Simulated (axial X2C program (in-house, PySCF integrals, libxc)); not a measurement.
## PdH: cheaper levels and CCSD(T), with spin–orbit coupling

Computed with an in-house relativistic program for diatomic molecules. Two-component (2c) means X2C with spin–orbit coupling and atomic mean-field two-electron Coulomb and Gaunt terms. Basis: Pd dyall-cv3z [12s12p8d5f3g], H dyall-v3z [6s2p1d] (cores contracted in-house); Gaussian nuclei, density fitting, unrestricted open shells. Masses: Pd 105.903 u, H 1.008 u.

State: Ω = 1/2 (⟨Sz⟩ = 0.46, ⟨Lz⟩ = 0.04 at HF); fragments Pd + H.

```csv
level,Re (Å),ωe (cm⁻¹),De (eV)
PBE0,1.534,2014.5,2.42
HF,1.642,1631.2,n/a
MP2,1.462,2206.6,1.82
CCSD,1.531,2004.5,2.35
TPSS,1.545,2007.4,2.71
```

Correlated methods: 11 electrons correlated (number of frozen shells: Pd 4 s, 3 p, 1 d; H none), 221 virtual spin orbitals or spinors in MP2, 90 natural virtuals in coupled cluster.

CCSD(T), same Hamiltonian and basis:

Re = 1.524 Å, ωe = 2035.0 cm⁻¹, De = 2.33 eV; T1 = 0.044 (Lee–Taylor normalisation).

Question: Give the differences from CCSD(T) in the columns below.

Answer: 

```
level  ΔRe (Å)  Δωe (cm⁻¹)  ΔDe (eV)
 PBE0    0.010         -20      0.09
   HF    0.118        -404       n/a
  MP2   -0.062         172     -0.51
 CCSD    0.007         -30      0.02
 TPSS    0.021         -28      0.38
```

The state is one determinant whose occupation by symmetry is held fixed; it was picked as the lowest of a PBE0 search that is not exhaustive. Dissociation energies refer to the lowest single-determinant-based atoms at the same level and basis. De is not given where an atomic determinant may have missed its ground term or J level, or where the truncated virtual space spoils (T). Density functionals use the spin component along the axis (collinear). Coupled cluster ran in a truncated set of natural virtual spinors; the MP2 energy of the rest was added. (T) has no such correction and the atoms are truncated less, which lowers De at CCSD(T) by a hundredth of an eV or more. The T1 diagnostic is large, a sign of multireference character.
